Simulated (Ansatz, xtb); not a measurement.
**How methods differ on GeH3F (GeFH3)**

The species is GeH3F (5 atoms), meant as a singlet with charge 0. SMILES: `[H][Ge]([H])([H])[F]`. The shape comes from GFN2-xTB, which is rough for such elements, and wasn't checked as a minimum.

Each level gives the vertical ionisation energy (to the doublet cation) (eV). The values are calculated.

| level | kind | program | value (eV) | CPU time (all runs) |
| --- | --- | --- | --- | --- |
| GFN2-xTB | semi-empirical | xtb | 15.84 | under 2 s |
| GFN1-xTB | semi-empirical | xtb | 16.51 | under 2 s |
| HF/STO-3G | Hartree–Fock | Ansatz | 7.46 | 1.4 s |
| HF/3-21G | Hartree–Fock | Ansatz | 11.55 | 3.2 s |
| HF/def2-TZVP | Hartree–Fock | Ansatz | 12.15 | 57 s |
| SVWN5/STO-3G | LDA | Ansatz | 7.93 | 10 s |
| BLYP/STO-3G | GGA | Ansatz | 7.87 | 11 s |
| PBE/STO-3G | GGA | Ansatz | 7.96 | 11 s |
| revPBE/STO-3G | GGA | Ansatz | 7.95 | 12 s |
| r2SCAN/STO-3G | meta-GGA | Ansatz | 8.33 | 70 s |

All-electron rows without a relativistic Hamiltonian named are non-relativistic. The values span 7.46 to 16.51 eV. The xTB values lack the empirical shift that such differences need. Times are those of the runs behind each value, whatever else they computed, on shared processors of several kinds: orders of magnitude only.
